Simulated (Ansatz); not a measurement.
`[AlH2][BH]C[SeH]` and `CBC[SeH]` differ in one atom or group.

Ansatz, PBE0-D4/def2-TZVP geometries, multiplicity 1. Each molecule was computed in one conformer, which needn't be the lowest.

Scalar relativity is left out up to krypton.

| property | `[AlH2][BH]C[SeH]` |
| --- | --- |
| LUMO energy (PBE/def2-TZVPP) / eV | -2.91 |
| HOMO energy (PBE/def2-TZVPP) / eV | -5.60 |
| HOMO–LUMO gap (ωB97M-V/def2-TZVPP) / eV | 8.83 |
| size of the dipole moment (B3LYP/def2-TZVPP) / D | 3.14 |
| LUMO energy (B3LYP/def2-TZVPP) / eV | -2.14 |
| LUMO energy (ωB97M-V/def2-TZVPP) / eV | -0.04 |

Question: Give the same properties after the change, and the shifts. (An estimate is asked.)

Answer: Ansatz gave: 
```tsv
property	`CBC[SeH]`	shift
LUMO energy (PBE/def2-TZVPP) / eV	-1.31	1.60
HOMO energy (PBE/def2-TZVPP) / eV	-6.11	-0.51
HOMO–LUMO gap (ωB97M-V/def2-TZVPP) / eV	10.75	1.92
size of the dipole moment (B3LYP/def2-TZVPP) / D	1.20	-1.94
LUMO energy (B3LYP/def2-TZVPP) / eV	-0.64	1.50
LUMO energy (ωB97M-V/def2-TZVPP) / eV	1.41	1.45
```

With PBE0 the HOMO falls by 0.47 eV and the LUMO rises by 1.57 eV, so the gap widens by about 2.04 eV. PBE moves the HOMO by -0.51 eV and ωB97M-V by -0.48 eV. Dipoles are sizes alone; their direction can turn.

B3LYP here is the variant with VWN-RPA as its local correlation; programs differ in this.

Spin–orbit coupling is left out; it splits and shifts lone-pair levels of the heavy atoms by tenths of an eV.
